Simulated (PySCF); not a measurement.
H8N4Si. Atoms are numbered in the order given.

```xyz
13

N      1.3576     0.0392     1.0980
Si     0.0000     0.0000     0.0000
N     -0.0392     1.3576    -1.0980
N     -1.3576    -0.0392     1.0980
N      0.0392    -1.3576    -1.0980
H      2.2912     0.1561     0.6963
H      1.3853    -0.6616     1.8440
H     -0.1561     2.2912    -0.6963
H      0.6616     1.3853    -1.8440
H     -2.2912    -0.1561     0.6963
H     -1.3853     0.6616     1.8440
H     -0.6616    -1.3853    -1.8440
H      0.1561    -2.2912    -0.6963
```
Charge 0, spin multiplicity 1.

Coordinates come from a PBE-D3(BJ)/def2-SVP optimisation. One conformer was computed; it need not be the lowest.

The numbers are results of PBE-D3(BJ)/def2-SVP run with PySCF, not measurements.

Frequencies are harmonic and unscaled.

Modes within 1.5 cm⁻¹ of each other (mostly degenerate sets) share a row, with their intensities summed.

```json
[
 {"mode": "1", "ν (cm⁻¹)": "145", "IR (km/mol)": "1.2", "moving atoms (share of kinetic energy)": "N 53 %, H 47 %"},
 {"mode": "2", "ν (cm⁻¹)": "192", "IR (km/mol)": "0.0", "moving atoms (share of kinetic energy)": "H 62 %, N 38 %"},
 {"mode": "3–4", "ν (cm⁻¹)": "213", "IR (km/mol)": "5.8", "moving atoms (share of kinetic energy)": "H 88 %, N 9 %"},
 {"mode": "5", "ν (cm⁻¹)": "286", "IR (km/mol)": "0.0", "moving atoms (share of kinetic energy)": "H 67 %, N 33 %"},
 {"mode": "6", "ν (cm⁻¹)": "289", "IR (km/mol)": "5.7", "moving atoms (share of kinetic energy)": "N 44 %, H 39 %, Si 17 %"},
 {"mode": "7–8", "ν (cm⁻¹)": "306", "IR (km/mol)": "36.8", "moving atoms (share of kinetic energy)": "H 46 %, N 35 %, Si 19 %"},
 {"mode": "9", "ν (cm⁻¹)": "383", "IR (km/mol)": "67.9", "moving atoms (share of kinetic energy)": "H 78 %, N 21 %"},
 {"mode": "10", "ν (cm⁻¹)": "440", "IR (km/mol)": "0.0", "moving atoms (share of kinetic energy)": "H 76 %, N 24 %"},
 {"mode": "11–13", "ν (cm⁻¹)": "449", "IR (km/mol)": "737.7", "moving atoms (share of kinetic energy)": "H 67 %, N 32 %"},
 {"mode": "14", "ν (cm⁻¹)": "696", "IR (km/mol)": "0.0", "moving atoms (share of kinetic energy)": "N 84 %, H 16 %"},
 {"mode": "15–16", "ν (cm⁻¹)": "757", "IR (km/mol)": "14.5", "moving atoms (share of kinetic energy)": "H 65 %, N 30 %"},
 {"mode": "17", "ν (cm⁻¹)": "792", "IR (km/mol)": "0.0", "moving atoms (share of kinetic energy)": "H 79 %, N 21 %"},
 {"mode": "18", "ν (cm⁻¹)": "811", "IR (km/mol)": "17.1", "moving atoms (share of kinetic energy)": "H 46 %, N 44 %, Si 11 %"},
 {"mode": "19–20", "ν (cm⁻¹)": "881", "IR (km/mol)": "347.0", "moving atoms (share of kinetic energy)": "Si 42 %, N 29 %, H 29 %"},
 {"mode": "21", "ν (cm⁻¹)": "929", "IR (km/mol)": "201.9", "moving atoms (share of kinetic energy)": "Si 39 %, H 39 %, N 22 %"},
 {"mode": "22–23", "ν (cm⁻¹)": "1486", "IR (km/mol)": "141.0", "moving atoms (share of kinetic energy)": "H 89 %, N 11 %"},
 {"mode": "24", "ν (cm⁻¹)": "1488", "IR (km/mol)": "0.0", "moving atoms (share of kinetic energy)": "H 90 %, N 10 %"},
 {"mode": "25", "ν (cm⁻¹)": "1494", "IR (km/mol)": "33.5", "moving atoms (share of kinetic energy)": "H 89 %, N 11 %"},
 {"mode": "26–29", "ν (cm⁻¹)": "3478", "IR (km/mol)": "23.0", "moving atoms (share of kinetic energy)": "H 96 %"},
 {"mode": "30–33", "ν (cm⁻¹)": "3576", "IR (km/mol)": "39.4", "moving atoms (share of kinetic energy)": "H 92 %, N 8 %"}
]
```
